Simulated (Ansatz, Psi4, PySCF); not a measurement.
F (SMILES [F-]), charge -1, singlet (in this run its highest filled SCF level lies above zero, so its values depend strongly on the basis, on diffuse functions most of all). Base run: B3LYP5/def2-SVP run with PySCF.

The PySCF input:
```python
from pyscf import gto, scf, dft

mol = gto.Mole()
mol.atom = '''
    F     0.00000000    0.00000000    0.00000000
'''
mol.basis = 'def2-svp'
mol.charge = -1
mol.verbose = 4
mol.build()

mf = dft.RKS(mol)
mf.xc = 'b3lyp5'
mf.kernel()
```

The same geometry, method and basis name were run in Ansatz (a quantum-chemistry and plane-wave program) and Psi4 and PySCF, at each program's defaults and at the settings that a row names. The base is PySCF at its defaults. Differences at the defaults can come from grids, fitting, cores and function types together.

| code and settings | ΔE vs base (µEh) | basis functions | E (Eh) | SCF cycles |
|---|---|---|---|---|
| PySCF, defaults (exact integrals, its default grid, spherical functions) | 0.0 | 14 | -99.65108 | 6 |
| Psi4, defaults (density fitting with its default set, its default grid, spherical functions) | -2.4 | 14 | -99.65108 | 8 |
| Ansatz, defaults (factorised integrals, its default grid, spherical functions) | 0.2 | 14 | -99.65108 | - |
| PySCF, density fitting with def2-universal-jkfit | -2.4 | 14 | -99.65108 | 6 |
| PySCF, fine grid | 0.0 | 14 | -99.65108 | 6 |
| Psi4, exact integrals, spherical functions, fine grid | 0.0 | 14 | -99.65108 | 10 |
| Ansatz, high accuracy | 0.0 | 14 | -99.65108 | - |
